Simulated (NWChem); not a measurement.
System: C₃H₃F₃; SMILES FC1(F)[C@@H](F)C1

```xyz
9

F     -0.3740    -1.8409     0.3784
C      0.4914    -0.8099     0.3264
C      0.7896    -0.1977    -1.0315
C     -0.0271     0.5303    -0.0293
F     -1.3320     0.6836    -0.2455
F      0.4827     1.6048     0.5807
H      1.3016    -0.8791     1.0609
H      1.8086     0.1381    -1.2387
H      0.2354    -0.6241    -1.8724
```
Atoms are numbered in this order, from 1.

Results from NWChem. The geometry was optimised at PBE0/def2-SVP. B3LYP is NWChem's, with the RPA form of VWN correlation. Level: B3LYP/def2-SVP with COSMO at NWChem's default radii, gas-phase geometry; the question gives the dielectric constant.

Problem. What does the run give for dielectric constant 78.4? Quantities: electrostatic solvation energy (kcal/mol); dipole in solution (D).

Solution. 
```yaml
electrostatic solvation energy (kcal/mol): -3.4
dipole in solution (D): 2.46
```
